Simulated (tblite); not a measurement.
Input of a run (GFN2-xTB geometry optimisation, gas phase (tblite 0.8.0)), started from a force field or distance geometry:
```
{"job": {"kind": "relax", "xc": "GFN2-xTB", "basis": "xTB"}, "charge": 0, "multiplicity": 1}
C      2.333300     0.117700     1.323900
N      1.299300    -0.421500     0.413900
C      1.955500    -0.905500    -0.801700
C      0.268200     0.596900     0.146300
C     -1.002100     0.017200    -0.500800
Si    -2.027400    -1.148100     0.541700
Si    -2.254100     1.365600    -0.951300
H      1.882300     0.426100     2.282400
H      2.839800     0.985800     0.893500
H      3.072600    -0.641200     1.567300
H      2.721800    -1.638900    -0.572100
H      1.229700    -1.421100    -1.453200
H      2.402100    -0.084400    -1.363000
H     -0.011000     1.063700     1.103100
H      0.691900     1.400100    -0.463200
H     -0.747600    -0.480100    -1.435500
H     -1.268200    -2.384600     0.860300
H     -2.425900    -0.510100     1.823100
H     -3.249600    -1.581500    -0.167400
H     -2.707400     2.091600     0.269900
H     -3.421000     0.817600    -1.684700
H     -1.592800     2.354100    -1.833400
```

Output (eV, eV/Å):
```
step      E/eV     max force
  0    -614.23861    1.505
  1    -614.30929    0.670
  2    -614.33659    0.318
  3    -614.35155    0.405
  4    -614.37187    0.348
  5    -614.38690    0.311
  6    -614.39616    0.167
  7    -614.40038    0.128
  8    -614.40355    0.119
  9    -614.40717    0.136
 10    -614.41162    0.178
 11    -614.41710    0.198
 12    -614.42341    0.202
 13    -614.42955    0.180
 14    -614.43447    0.177
 15    -614.43810    0.166
 16    -614.44135    0.126
 17    -614.44513    0.152
 18    -614.44900    0.138
 19    -614.45215    0.114
 20    -614.45473    0.107
 21    -614.45752    0.124
 22    -614.46089    0.161
 23    -614.46426    0.137
 24    -614.46680    0.105
 25    -614.46867    0.099
 26    -614.47048    0.115
 27    -614.47224    0.105
 28    -614.47353    0.071
 29    -614.47423    0.053
 30    -614.47468    0.044
 31    -614.47506    0.040
 32    -614.47544    0.039
 33    -614.47584    0.043
 34    -614.47631    0.052
 35    -614.47691    0.060
 36    -614.47763    0.061
 37    -614.47844    0.063
 38    -614.47936    0.062
 39    -614.48043    0.078
 40    -614.48159    0.090
 41    -614.48268    0.062
 42    -614.48365    0.074
 43    -614.48457    0.074
 44    -614.48555    0.085
 45    -614.48658    0.080
 46    -614.48762    0.070
 47    -614.48875    0.073
 48    -614.48999    0.091
 49    -614.49116    0.089
 50    -614.49206    0.056
 51    -614.49279    0.057
 52    -614.49364    0.070
 53    -614.49477    0.109
 54    -614.49597    0.099
 55    -614.49681    0.051
 56    -614.49732    0.050
 57    -614.49783    0.068
 58    -614.49851    0.100
 59    -614.49931    0.092
 60    -614.50006    0.060
 61    -614.50069    0.046
 62    -614.50126    0.061
 63    -614.50183    0.075
 64    -614.50246    0.060
 65    -614.50321    0.056
 66    -614.50419    0.068
 67    -614.50524    0.129
 68    -614.50672    0.125
 69    -614.50825    0.090
 70    -614.51044    0.079
 71    -614.51168    0.087
 72    -614.51387    0.110
 73    -614.51534    0.089
 74    -614.51689    0.086
 75    -614.51784    0.139
 76    -614.51969    0.106
 77    -614.52186    0.100
 78    -614.52503    0.089
 79    -614.52608    0.081
 80    -614.52711    0.056
 81    -614.52779    0.053
 82    -614.52881    0.057
 83    -614.52975    0.066
 84    -614.53052    0.047
 85    -614.53096    0.046
 86    -614.53126    0.043
 87    -614.53157    0.043
 88    -614.53198    0.044
 89    -614.53230    0.033
 90    -614.53257    0.035
 91    -614.53280    0.031
 92    -614.53302    0.038
 93    -614.53322    0.039
 94    -614.53340    0.037
 95    -614.53361    0.038
 96    -614.53392    0.049
 97    -614.53436    0.056
 98    -614.53482    0.050
 99    -614.53519    0.034
100    -614.53547    0.029
101    -614.53573    0.031
102    -614.53595    0.028
103    -614.53610    0.019
104    -614.53622    0.024
105    -614.53637    0.027
106    -614.53659    0.030
107    -614.53682    0.025
108    -614.53697    0.023
109    -614.53705    0.021
110    -614.53711    0.020
111    -614.53720    0.019
112    -614.53729    0.021
113    -614.53735    0.015
114    -614.53738    0.012
115    -614.53741    0.011
116    -614.53745    0.015
117    -614.53749    0.018
118    -614.53753    0.016
119    -614.53756    0.016
120    -614.53759    0.015
121    -614.53764    0.017
122    -614.53767    0.016
123    -614.53770    0.011
124    -614.53771    0.008
```

Q: Summarise the run.

A: The energy falls by 0.299 eV over 124 L-BFGS steps, the largest force on an atom goes from 1.50 to 0.008 eV/Å, and the atoms move by 0.509 Å rms after alignment. The bond that changes most is C5–Si6 (sp3 carbon bound to silicon to SiH3 silicon), which lengthens by 0.042 Å. Bonds longer at the end by more than 0.005 Å: 5 of 21; shorter: 12. Among the angles that change most is Si6–C5–Si7, from 102.3° to 116.0°. Among the dihedrals that turn most is N2–C4–C5–Si6, from 67° to 34°. The energy never rose by more than 1e-5 eV on the way. The first step brought 24 % of the lowering.

Q: What are the final bond lengths?

A: C1–N2 1.448 Å, N2–C3 1.447 Å, N2–C4 1.457 Å, C4–C5 1.523 Å, C5–Si6 1.911 Å, C5–Si7 1.895 Å, C1–H8 1.089 Å, C1–H9 1.101 Å, C1–H10 1.090 Å, C3–H11 1.090 Å, C3–H12 1.088 Å, C3–H13 1.101 Å, C4–H14 1.093 Å, C4–H15 1.103 Å, C5–H16 1.094 Å, Si6–H17 1.461 Å, Si6–H18 1.460 Å, Si6–H19 1.473 Å, Si7–H20 1.465 Å, Si7–H21 1.463 Å, Si7–H22 1.469 Å. Numbering counts from 1 in the input's order; the species is `CN(C)CC([SiH3])[SiH3]`.

Time: 3.2 s wall. Hardware: one thread, Intel Xeon at 2.50 GHz (x86_64), no GPU (shared host).

Its GFN2-xTB frequencies are all real (lowest 67 cm⁻¹). One conformer, not necessarily the lowest.

These are computed values.
